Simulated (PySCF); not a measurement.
Spectrum to structure. Method: TDDFT PBE0/def2-SVPD, vertical, gas phase, core orbitals frozen in the response in PySCF 2.14.0, density-fitted response routines. Geometries: GFN2-xTB, one conformer each.

| state | E (eV) | f | main configurations (H = HOMO, L = LUMO) |
| --- | --- | --- | --- |
| S1 | 4.98 | 0.049 | H→L (88%), H-1→L+1 (11%) |
| S2 | 5.94 | 0.090 | H→L+1 (78%), H-1→L (20%) |
| S3 | 6.17 | 0.0086 | H→L+2 (97%) |
| S4 | 6.73 | 0.0021 | H→L+3 (53%), H→L+4 (31%), H→L+5 (13%) |
| S5 | 6.83 | 0.0034 | H→L+4 (51%), H→L+3 (42%) |
| S6 | 6.97 | 0.0009 | H→L+5 (81%), H→L+4 (15%) |
| S7 | 6.98 | 0.624 | H-1→L (76%), H→L+1 (18%) |
| S8 | 7.14 | 0.245 | H-1→L+1 (69%), H-2→L (19%) |

Triplets computed (Tamm–Dancoff): 3.91, 4.10, 4.75 eV.

Orbital energies (eV): HOMO-3 -9.56, HOMO-2 -9.27, HOMO-1 -7.72, HOMO -6.48, LUMO -0.54, LUMO+1 0.14, LUMO+2 0.67.

Question: Which structure fits? All have the formula C7H7FO.
A. `COc1ccc(F)cc1`
B. `C#C[C@@H](F)[C@@H]1C=COC1`
C. `CO[C@]12C=C[C@]3(F)[C@H]1[C@@H]32`
D. `C=C1C=CC(OC)=C1F`

Answer: A. Its S1 lies at 4.98 eV; the nearest of the others has S1 at 5.43 eV. S1 is HOMO→LUMO (88%), HOMO-1→LUMO+1 (11%). Löwdin shares by element: HOMO carbon 42% or more, oxygen 20% (atoms not listed hold the other 38%); LUMO carbon 74% or more (atoms not listed hold the other 26%). At the same level the other candidates give, for their lowest levels:
- `CO[C@]12C=C[C@]3(F)[C@H]1[C@@H]32`: 5.60 eV (f 0.052); 6.05 eV (f 0.003); 6.54 eV (f 0.026); 6.65 eV (f 0.024); 6.98 eV (f 0.035); T1 3.58 eV; HOMO -6.80, LUMO -0.29 eV
- `C=C1C=CC(OC)=C1F`: 3.05 eV (f 0.013); 5.15 eV (f 0.375); 5.48 eV (f 0.003); 6.04 eV (f 0.000); 6.28 eV (f 0.018); T1 2.07 eV; HOMO -6.02, LUMO -1.90 eV
- `C#C[C@@H](F)[C@@H]1C=COC1`: 5.43 eV (f 0.021); 5.84 eV (f 0.001); 6.22 eV (f 0.075); 6.29 eV (f 0.002); 6.43 eV (f 0.052); T1 3.97 eV; HOMO -6.49, LUMO -0.06 eV

Conformer computed: `[CH3:1][O:2][c:3]1[cH:4][cH:5][c:6]([F:7])[cH:8][cH:9]1`: C1–O2–C3–C4 180°.
